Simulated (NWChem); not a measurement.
System: CH4Si, singlet; SMILES C[SiH]

The following NWChem deck was run.

```
start job
memory heap 200 mb stack 900 mb global 1100 mb
geometry units angstroms
  Si    -0.410769    -0.308206     0.440185
  H     -1.426635    -0.699771    -0.588632
  C      0.812078     0.585180    -0.732805
  H      1.681096     0.972640    -0.203421
  H      0.334788     1.429809    -1.232181
  H      1.179194    -0.086833    -1.508863
end
basis spherical
  * library def2-svp
end
dft
  xc xpbe96 cpbe96
  disp vdw 4
  iterations 150
end
driver
  maxiter 120
end
task dft optimize
task dft freq
```

Parts of the log:

```
             Northwest Computational Chemistry Package (NWChem) 7.3.0
             --------------------------------------------------------

 C1  symmetry detected

                             Geometry "geometry" -> ""
                             -------------------------

 Output coordinates in angstroms (scale by  1.889725989 to convert to a.u.)

  No.       Tag          Charge          X              Y              Z
 ---- ---------------- ---------- -------------- -------------- --------------
    1 Si                  14.0000     0.08959676    -0.75733530    -0.00002821
    2 H                    1.0000    -1.38659617    -1.01155109    -0.00024867
    3 C                    6.0000     0.02092072     1.15700073    -0.00015895
    4 H                    1.0000     1.01366612     1.60417514    -0.00768116
    5 H                    1.0000    -0.49654432     1.53377273     0.88349996
    6 H                    1.0000    -0.51040464     1.53429310    -0.87422157

 Effective nuclear repulsion energy (a.u.)      48.3338816329

                                Z-matrix (autoz)
                                --------

 Units are Angstrom for bonds and degrees for angles

      Type          Name      I     J     K     L     M      Value
      ----------- --------  ----- ----- ----- ----- ----- ----------
    1 Stretch                  1     2                       1.49792
    2 Stretch                  1     3                       1.91557
    3 Stretch                  3     4                       1.08884
    4 Stretch                  3     5                       1.09114
    5 Stretch                  3     6                       1.09025
    6 Bend                     1     3     4               112.19370
    7 Bend                     1     3     5               111.22475
    8 Bend                     1     3     6               111.30701
    9 Bend                     2     1     3                97.71651
   10 Bend                     4     3     5               107.22794
   11 Bend                     4     3     6               107.25785
   12 Bend                     5     3     6               107.37656
   13 Torsion                  2     1     3     4        -179.56505
   14 Torsion                  2     1     3     5          60.32964
   15 Torsion                  2     1     3     6         -59.36406

  pbe96 is a nonlocal functional; adding pw91lda local functional.

                           NWChem Geometry Optimization
                           ----------------------------

 maximum gradient threshold         (gmax) =   0.000450
 rms gradient threshold             (grms) =   0.000300
 maximum cartesian step threshold   (xmax) =   0.001800
 rms cartesian step threshold       (xrms) =   0.001200
 fixed trust radius                (trust) =   0.300000
 source of zmatrix                         =   autoz

          -------------------
          Energy Minimization
          -------------------

 Using diagonal initial Hessian
 Scaling for Hessian diagonals: bonds = 1.00  angles = 0.25  torsions = 0.10

          --------
          Step   0

                                 NWChem DFT Module
                                 -----------------

 Summary of "ao basis" -> "ao basis" (spherical)
 ------------------------------------------------------------------------------
       Tag                 Description            Shells   Functions and Types
 ---------------- ------------------------------  ------  ---------------------
 Si                         def2-svp                 8       18   4s3p1d
 H                          def2-svp                 3        5   2s1p
 C                          def2-svp                 6       14   3s2p1d

[...]

      ----------------------
      Optimization converged
      ----------------------

  Step       Energy      Delta E   Gmax     Grms     Xrms     Xmax
  ---- ---------------- -------- -------- -------- -------- --------
@    6    -329.60324295 -1.2D-08  0.00001  0.00000  0.00008  0.00019
                                     ok       ok       ok       ok

                                Z-matrix (autoz)
                                --------

 Units are Angstrom for bonds and degrees for angles

      Type          Name      I     J     K     L     M      Value     Gradient
      ----------- --------  ----- ----- ----- ----- ----- ---------- ----------
    1 Stretch                  1     2                       1.55395    0.00001
    2 Stretch                  1     3                       1.91519   -0.00001
    3 Stretch                  3     4                       1.10758    0.00000
    4 Stretch                  3     5                       1.11447    0.00000
    5 Stretch                  3     6                       1.11425    0.00000
    6 Bend                     1     3     4               114.01202   -0.00000
    7 Bend                     1     3     5               109.67191   -0.00000
    8 Bend                     1     3     6               109.93231   -0.00000
    9 Bend                     2     1     3                93.76267   -0.00000
   10 Bend                     4     3     5               108.85940   -0.00000
   11 Bend                     4     3     6               108.92829   -0.00000
   12 Bend                     5     3     6               105.04528    0.00001
   13 Torsion                  2     1     3     4        -179.75562    0.00000
   14 Torsion                  2     1     3     5          57.89619    0.00001
   15 Torsion                  2     1     3     6         -57.12027   -0.00000

                         Geometry "geometry" -> "geometry"
                         ---------------------------------

 Output coordinates in angstroms (scale by  1.889725989 to convert to a.u.)

  No.       Tag          Charge          X              Y              Z
 ---- ---------------- ---------- -------------- -------------- --------------
    1 Si                  14.0000     0.12934845    -0.77055381    -0.00038315
    2 H                    1.0000    -1.41533829    -0.93997458     0.00153632
    3 C                    6.0000     0.04592511     1.14282118    -0.00114545
    4 H                    1.0000     1.03705059     1.63716716    -0.00686608
    5 H                    1.0000    -0.52654907     1.49374080     0.88833530
    6 H                    1.0000    -0.53979832     1.49715456    -0.88031552

 Effective nuclear repulsion energy (a.u.)      47.9666254574

                Final and change from initial internal coordinates
                --------------------------------------------------

                                Z-matrix (autoz)
                                --------

[...]

 Rotational Constants
 --------------------
 A=   3.025234 cm-1  (  4.352539 K)
 B=   0.405443 cm-1  (  0.583329 K)
 C=   0.383147 cm-1  (  0.551250 K)

 Temperature                      =   298.15K
 frequency scaling parameter      =   1.0000

 Zero-Point correction to Energy  =   25.259 kcal/mol  (  0.040253 au)
 Thermal correction to Energy     =   27.849 kcal/mol  (  0.044381 au)
 Thermal correction to Enthalpy   =   28.442 kcal/mol  (  0.045325 au)

 Total Entropy                    =   62.910 cal/mol-K
   - Translational                =   37.255 cal/mol-K (mol. weight =  44.0082)
   - Rotational                   =   20.758 cal/mol-K (symmetry #  =        1)
   - Vibrational                  =    4.897 cal/mol-K

 Cv (constant volume heat capacity) =   11.987 cal/mol-K
   - Translational                  =    2.979 cal/mol-K
   - Rotational                     =    2.979 cal/mol-K
   - Vibrational                    =    6.028 cal/mol-K

[normal modes left out]

 ----------------------------------------------------------------------------
 Normal Eigenvalue ||           Projected Infra Red Intensities
  Mode   [cm**-1]  || [atomic units] [(debye/angs)**2] [(KM/mol)] [arbitrary]
 ------ ---------- || -------------- ----------------- ---------- -----------
    1       -0.000 ||    0.000225           0.005         0.220       0.083
    2        0.000 ||    0.000692           0.016         0.675       0.255
    3        0.000 ||    0.000959           0.022         0.935       0.353
    4        0.000 ||    0.000008           0.000         0.008       0.003
    5        0.000 ||    0.000484           0.011         0.472       0.178
    6        0.000 ||    0.001225           0.028         1.194       0.451
    7      109.122 ||    0.000175           0.004         0.171       0.065
    8      532.425 ||    0.001571           0.036         1.531       0.578
    9      608.118 ||    0.001475           0.034         1.438       0.543
   10      649.858 ||    0.060177           1.388        58.664      22.157
   11      908.303 ||    0.072741           1.678        70.912      26.783
   12     1174.927 ||    0.027033           0.624        26.353       9.953
   13     1353.924 ||    0.005630           0.130         5.488       2.073
   14     1368.336 ||    0.012230           0.282        11.922       4.503
   15     1934.695 ||    0.292119           6.739       284.772     107.558
   16     2941.011 ||    0.000373           0.009         0.364       0.137
   17     3018.662 ||    0.004004           0.092         3.904       1.474
   18     3077.867 ||    0.007744           0.179         7.549       2.851
 ----------------------------------------------------------------------------
```

Level: PBE-D3(BJ)/def2-SVP. Low-valent species are run as closed-shell singlets; no triplet was tried in these runs.
